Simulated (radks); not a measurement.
All-electron atom: the gold ion Au67+ in [Ne] 3s2.

Method: scalar-relativistic Kohn-Sham, PBE, spin-unpolarised, spherical densities, point nucleus; computed with a radial shooting solver on a logarithmic mesh with Libxc functionals.

Energy parts (eV):
total: -364736.72
kinetic: 422777.43
electron-nucleus: -811082.75
Hartree: 27853.35
exchange-correlation: -4284.75

Orbitals (lengths in bohr, moments of r in powers of bohr; r(max) is where P^2 peaks):
\begin{tabular}{lrrrrr}
orbital & occ. & eigenvalue (eV) & r(max) & <r> & <r^2> \\ \hline
1s & 2 & -86785.89 & 0.01041 & 0.01685 & 0.0003923 \\
2s & 2 & -19941.56 & 0.05974 & 0.07017 & 0.005822 \\
2p & 6 & -18052.15 & 0.04934 & 0.06316 & 0.004859 \\
3s & 2 & -8181.161 & 0.1603 & 0.1686 & 0.03241 \\
\end{tabular}

The highest occupied level is 3s at -8181.2 eV. For comparison, the ionisation energy in NIST's Atomic Spectra Database is 8210 eV (theoretical). In exact Kohn-Sham theory the highest level is minus the ionisation energy, but local and semilocal functionals leave it too shallow, through self-interaction and a potential that decays too fast; potentials with the right tail come closer.
